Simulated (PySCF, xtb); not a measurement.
Hf(F)4 anion (F4Hf), SMILES [F][Hf]([F])([F])[F] (connectivity only; charge and spin as stated), charge -1, multiplicity 2.

Harmonic wavenumbers (cm⁻¹) from GFN2-xTB (xtb 6.7.1) at its own minimum, in rising order: 76, 120, 128, 128, 161, 420, 424, 444, 444.

What does PBE-D3(BJ)/def2-SVPD (PySCF) give at its own minimum? (The exact figures need the calculation; the answer reports its results.)

85, 111, 138, 138, 194, 519, 519, 520, 552. Paired by order, the mean absolute difference is 50 cm⁻¹ and the zero-point energies are 3.4 and 4.0 kcal/mol.
